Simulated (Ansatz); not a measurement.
BrHSn (SMILES [Br][SnH]) moved off its minimum; all values from Ansatz (a program for electronic structure), cores frozen in correlated methods. Elements past Kr take the def2 small-core potentials, without spin–orbit coupling.
(charge 0, multiplicity 1)
```xyz
3

Sn    -0.50837    -0.47472     0.78818
H     -1.86188    -1.08582    -0.64256
Br     0.86114     0.52657    -0.89508
```

Forces at PBE/def2-TZVPP (eV/Å):

```tsv
atom	Fx	Fy	Fz
Sn1	-2.162	-1.273	0.145
H2	0.921	0.391	1.178
Br3	1.240	0.882	-1.323
```

Problem. Give the forces (eV/Å), the total energy and the dipole at CCSD(T)/def2-TZVPPD.

Solution. 
```tsv
atom	Fx	Fy	Fz
Sn1	-2.314	-1.349	0.044
H2	1.034	0.440	1.312
Br3	1.279	0.909	-1.356
```
Energy -2786.6619 hartree, dipole 2.09 D.
